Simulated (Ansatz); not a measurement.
Si6Ge⁻. The state is a doublet with charge -1. Geometry PBE-D4/def2-SVPD, basis def2-TZVPD, Ansatz.

Cartesian coordinates in Å:
```
Si -0.232 -0.909 -1.359
Si -1.086 -0.128 1.043
Si 0.177 1.480 -0.248
Si 1.661 0.457 -1.747
Si -1.497 2.179 1.249
Si -0.537 -2.341 0.500
Ge 1.514 -0.738 0.562
```

```csv
run,HOMO (eV),LUMO (eV)
A,-0.85,1.17
B,-0.34,0.57
C,-0.17,0.63
D,-0.10,0.54
```

Another isomer (doublet) lies 0.24 eV lower at PBE0-D4/def2-TZVPD; other spin states weren't run for this one.

HOMO and LUMO are taken over both spins.

Q: The runs used B97M-V, PBE, PBE0, r2SCAN. Estimate which is which.

A: A PBE0 (25 % exact exchange); B r2SCAN (0 % exact exchange); C B97M-V (0 % exact exchange); D PBE (0 % exact exchange). Exact exchange lowers occupied and raises empty levels; among semilocal functionals meta-GGAs tend to open the gap a little, and such runs are hard to tell apart. The gap grows from 0.64 eV (PBE) to 2.01 eV (PBE0).
